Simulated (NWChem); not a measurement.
System: C2H5BO2; SMILES OB1COC1

NWChem input:

```
start job
memory heap 200 mb stack 900 mb global 1100 mb
geometry units angstroms
  O     -1.142868     1.560971    -0.100062
  B     -0.348424     0.506400    -0.031975
  C     -0.577889    -1.060389     0.062739
  O      0.854639    -1.238162     0.078040
  C      1.206570     0.159761    -0.004388
  H     -0.750250     2.433765    -0.151348
  H     -1.022848    -1.473715     0.973142
  H     -1.017664    -1.582000    -0.791638
  H      1.808429     0.344783    -0.902341
  H      1.803241     0.453164     0.863988
end
basis spherical
  * library def2-svp
end
dft
  xc pbe0
  iterations 150
end
driver
  maxiter 120
end
task dft optimize
task dft freq
```

Parts of the log:

```
             Northwest Computational Chemistry Package (NWChem) 7.3.0
             --------------------------------------------------------

 CS  symmetry detected

                             Geometry "geometry" -> ""
                             -------------------------

 Output coordinates in angstroms (scale by  1.889725989 to convert to a.u.)

  No.       Tag          Charge          X              Y              Z
 ---- ---------------- ---------- -------------- -------------- --------------
    1 O                    8.0000    -0.06511534     1.94702042     0.00000000
    2 B                    5.0000    -0.00957657     0.62610708     0.00000000
    3 C                    6.0000    -1.08830409    -0.53699207     0.00000000
    4 O                    8.0000    -0.00920818    -1.49591065     0.00000000
    5 C                    6.0000     1.07445882    -0.54170840     0.00000000
    6 H                    1.0000     0.75390198     2.44477427     0.00000000
    7 H                    1.0000    -1.71818619    -0.67207459     0.88405293
    8 H                    1.0000    -1.71818619    -0.67207459    -0.88405293
    9 H                    1.0000     1.70400649    -0.68391790    -0.88482892
   10 H                    1.0000     1.70400649    -0.68391790     0.88482892

 Effective nuclear repulsion energy (a.u.)     162.8293046737

      Symmetry information
      --------------------

 Group name             Cs
 Group number              2
 Group order               2
 No. of unique centers     8

                                Z-matrix (autoz)
                                --------

 Units are Angstrom for bonds and degrees for angles

      Type          Name      I     J     K     L     M      Value
      ----------- --------  ----- ----- ----- ----- ----- ----------
    1 Stretch                  1     2                       1.32208
    2 Stretch                  1     6                       0.95841
    3 Stretch                  2     3                       1.58633
    4 Stretch                  2     5                       1.59340
    5 Stretch                  3     4                       1.44360
    6 Stretch                  3     7                       1.09387
    7 Stretch                  3     8                       1.09387
    8 Stretch                  4     5                       1.44390
    9 Stretch                  5     9                       1.09521
   10 Stretch                  5    10                       1.09521
   11 Bend                     1     2     3               134.74770
   12 Bend                     1     2     5               139.53833
   13 Bend                     2     1     6               118.88132
   14 Bend                     2     3     4                88.78062
   15 Bend                     2     3     7               118.82364
   16 Bend                     2     3     8               118.82364
   17 Bend                     2     5     4                88.49562
   18 Bend                     2     5     9               119.09330
   19 Bend                     2     5    10               119.09330
   20 Bend                     3     2     5                85.71397
   21 Bend                     3     4     5                97.00979
   22 Bend                     4     3     7               110.38986
   23 Bend                     4     3     8               110.38986
   24 Bend                     4     5     9               110.21859
   25 Bend                     4     5    10               110.21859
   26 Bend                     7     3     8               107.83881
   27 Bend                     9     5    10               107.78466
   28 Torsion                  1     2     3     4         180.00000
   29 Torsion                  1     2     3     7         -67.29094
   30 Torsion                  1     2     3     8          67.29094
   31 Torsion                  1     2     5     4         180.00000
   32 Torsion                  1     2     5     9         -67.60271
   33 Torsion                  1     2     5    10          67.60271
   34 Torsion                  2     3     4     5           0.00000
   35 Torsion                  2     5     4     3           0.00000
   36 Torsion                  3     2     1     6         180.00000
   37 Torsion                  3     2     5     4          -0.00000
   38 Torsion                  3     2     5     9         112.39729
   39 Torsion                  3     2     5    10        -112.39729
   40 Torsion                  3     4     5     9        -120.57515
   41 Torsion                  3     4     5    10         120.57515
   42 Torsion                  4     3     2     5           0.00000
   43 Torsion                  5     2     1     6           0.00000
   44 Torsion                  5     2     3     7         112.70906
   45 Torsion                  5     2     3     8        -112.70906
   46 Torsion                  5     4     3     7        -120.43409
   47 Torsion                  5     4     3     8         120.43409

                           NWChem Geometry Optimization
                           ----------------------------

 maximum gradient threshold         (gmax) =   0.000450
 rms gradient threshold             (grms) =   0.000300
 maximum cartesian step threshold   (xmax) =   0.001800
 rms cartesian step threshold       (xrms) =   0.001200
 fixed trust radius                (trust) =   0.300000
 source of zmatrix                         =   autoz

          -------------------
          Energy Minimization
          -------------------

 Using diagonal initial Hessian
 Scaling for Hessian diagonals: bonds = 1.00  angles = 0.25  torsions = 0.10

          --------
          Step   0

                                 NWChem DFT Module
                                 -----------------

 Summary of "ao basis" -> "ao basis" (spherical)
 ------------------------------------------------------------------------------
       Tag                 Description            Shells   Functions and Types
 ---------------- ------------------------------  ------  ---------------------
 O                          def2-svp                 6       14   3s2p1d
 B                          def2-svp                 6       14   3s2p1d
 C                          def2-svp                 6       14   3s2p1d
 H                          def2-svp                 3        5   2s1p

      Symmetry analysis of basis
      --------------------------

        a'         64
        a"         31

            General Information
            -------------------
          SCF calculation type: DFT
          Wavefunction type:  closed shell.
          No. of atoms     :    10
          No. of electrons :    38
           Alpha electrons :    19
            Beta electrons :    19
          Charge           :     0
          Spin multiplicity:     1
          Use of symmetry is: on ; symmetry adaption is: on
          Maximum number of iterations: 150
          AO basis - number of functions:    95
                     number of shells:    45
          Convergence on energy requested:  1.00D-06
          Convergence on density requested:  1.00D-05
          Convergence on gradient requested:  5.00D-04

              XC Information
              --------------
                         PBE0 Method XC Functional
                     Hartree-Fock (Exact) Exchange  0.250
          PerdewBurkeErnzerhof Exchange Functional  0.750
            Perdew 1991 LDA Correlation Functional  1.000 local
           PerdewBurkeErnz. Correlation Functional  1.000 non-local

[...]

      ----------------------
      Optimization converged
      ----------------------

  Step       Energy      Delta E   Gmax     Grms     Xrms     Xmax
  ---- ---------------- -------- -------- -------- -------- --------
@    4    -254.04438827 -2.0D-06  0.00011  0.00004  0.00085  0.00167
                                     ok       ok       ok       ok

                                Z-matrix (autoz)
                                --------

 Units are Angstrom for bonds and degrees for angles

      Type          Name      I     J     K     L     M      Value     Gradient
      ----------- --------  ----- ----- ----- ----- ----- ---------- ----------
    1 Stretch                  1     2                       1.34016   -0.00003
    2 Stretch                  1     6                       0.96373    0.00008
    3 Stretch                  2     3                       1.57886   -0.00011
    4 Stretch                  2     5                       1.58819   -0.00008
    5 Stretch                  3     4                       1.44082    0.00002
    6 Stretch                  3     7                       1.10634   -0.00008
    7 Stretch                  3     8                       1.10634   -0.00008
    8 Stretch                  4     5                       1.43641    0.00001
    9 Stretch                  5     9                       1.10741   -0.00008
   10 Stretch                  5    10                       1.10741   -0.00008
   11 Bend                     1     2     3               134.60073   -0.00010
   12 Bend                     1     2     5               139.41499    0.00001
   13 Bend                     2     1     6               113.75590   -0.00004
   14 Bend                     2     3     4                88.47027   -0.00002
   15 Bend                     2     3     7               117.68790   -0.00001
   16 Bend                     2     3     8               117.68790   -0.00001
   17 Bend                     2     5     4                88.26282   -0.00003
   18 Bend                     2     5     9               117.88675   -0.00000
   19 Bend                     2     5    10               117.88675   -0.00000
   20 Bend                     3     2     5                85.98428    0.00010
   21 Bend                     3     4     5                97.28262   -0.00004
   22 Bend                     4     3     7               112.13907   -0.00000
   23 Bend                     4     3     8               112.13907   -0.00000
   24 Bend                     4     5     9               112.14801   -0.00000
   25 Bend                     4     5    10               112.14801   -0.00000
   26 Bend                     7     3     8               107.59891    0.00002
   27 Bend                     9     5    10               107.39423    0.00003
   28 Torsion                  1     2     3     4         180.00000   -0.00000
   29 Torsion                  1     2     3     7         -65.68657   -0.00001
   30 Torsion                  1     2     3     8          65.68657    0.00001
   31 Torsion                  1     2     5     4         180.00000   -0.00000
   32 Torsion                  1     2     5     9         -65.75251   -0.00002
   33 Torsion                  1     2     5    10          65.75251    0.00002
   34 Torsion                  2     3     4     5           0.00000    0.00000
   35 Torsion                  2     5     4     3           0.00000   -0.00000
   36 Torsion                  3     2     1     6         180.00000   -0.00000
   37 Torsion                  3     2     5     4          -0.00000   -0.00000
   38 Torsion                  3     2     5     9         114.24749   -0.00002
   39 Torsion                  3     2     5    10        -114.24749    0.00002
   40 Torsion                  3     4     5     9        -119.52967    0.00002
   41 Torsion                  3     4     5    10         119.52967   -0.00002
   42 Torsion                  4     3     2     5           0.00000    0.00000
   43 Torsion                  5     2     1     6           0.00000    0.00000
   44 Torsion                  5     2     3     7         114.31343   -0.00001
   45 Torsion                  5     2     3     8        -114.31343    0.00001
   46 Torsion                  5     4     3     7        -119.40329    0.00002
   47 Torsion                  5     4     3     8         119.40329   -0.00002

                         Geometry "geometry" -> "geometry"
                         ---------------------------------

 Output coordinates in angstroms (scale by  1.889725989 to convert to a.u.)

[...]

 Rotational Constants
 --------------------
 A=   0.383850 cm-1  (  0.552262 K)
 B=   0.142141 cm-1  (  0.204505 K)
 C=   0.107999 cm-1  (  0.155383 K)

 Temperature                      =   298.15K
 frequency scaling parameter      =   1.0000

 Zero-Point correction to Energy  =   48.288 kcal/mol  (  0.076952 au)
 Thermal correction to Energy     =   51.501 kcal/mol  (  0.082072 au)
 Thermal correction to Enthalpy   =   52.093 kcal/mol  (  0.083016 au)

 Total Entropy                    =   71.745 cal/mol-K
   - Translational                =   38.723 cal/mol-K (mol. weight =  72.0383)
   - Rotational                   =   25.107 cal/mol-K (symmetry #  =        1)
   - Vibrational                  =    7.915 cal/mol-K

 Cv (constant volume heat capacity) =   17.756 cal/mol-K
   - Translational                  =    2.979 cal/mol-K
   - Rotational                     =    2.979 cal/mol-K
   - Vibrational                    =   11.797 cal/mol-K

[normal modes left out]

 ----------------------------------------------------------------------------
 Normal Eigenvalue ||           Projected Infra Red Intensities
  Mode   [cm**-1]  || [atomic units] [(debye/angs)**2] [(KM/mol)] [arbitrary]
 ------ ---------- || -------------- ----------------- ---------- -----------
    1       -0.000 ||    0.002111           0.049         2.058       0.568
    2       -0.000 ||    0.000025           0.001         0.025       0.007
    3       -0.000 ||    0.000619           0.014         0.604       0.167
    4       -0.000 ||    0.001076           0.025         1.049       0.290
    5        0.000 ||    0.001118           0.026         1.090       0.301
    6        0.000 ||    0.001563           0.036         1.524       0.420
    7      112.653 ||    0.006334           0.146         6.175       1.704
    8      320.263 ||    0.000111           0.003         0.108       0.030
    9      357.734 ||    0.010765           0.248        10.495       2.896
   10      526.716 ||    0.067483           1.557        65.785      18.155
   11      591.621 ||    0.001393           0.032         1.358       0.375
   12      697.171 ||    0.053827           1.242        52.473      14.481
   13      815.078 ||    0.014697           0.339        14.327       3.954
   14      902.303 ||    0.077323           1.784        75.378      20.802
   15      922.909 ||    0.012146           0.280        11.841       3.268
   16      986.021 ||    0.009159           0.211         8.929       2.464
   17     1060.950 ||    0.087518           2.019        85.317      23.545
   18     1147.641 ||    0.000060           0.001         0.058       0.016
   19     1150.898 ||    0.132643           3.060       129.307      35.685
   20     1171.784 ||    0.003180           0.073         3.100       0.855
   21     1255.031 ||    0.004161           0.096         4.056       1.119
   22     1265.605 ||    0.061393           1.416        59.849      16.517
   23     1426.750 ||    0.004425           0.102         4.314       1.191
   24     1452.258 ||    0.000514           0.012         0.501       0.138
   25     1538.245 ||    0.346148           7.986       337.443      93.124
   26     3017.373 ||    0.055945           1.291        54.538      15.051
   27     3035.997 ||    0.009135           0.211         8.906       2.458
   28     3065.642 ||    0.034322           0.792        33.459       9.234
   29     3081.532 ||    0.020442           0.472        19.928       5.500
   30     3891.817 ||    0.095480           2.203        93.078      25.687
 ----------------------------------------------------------------------------
```

Level: PBE0/def2-SVP.
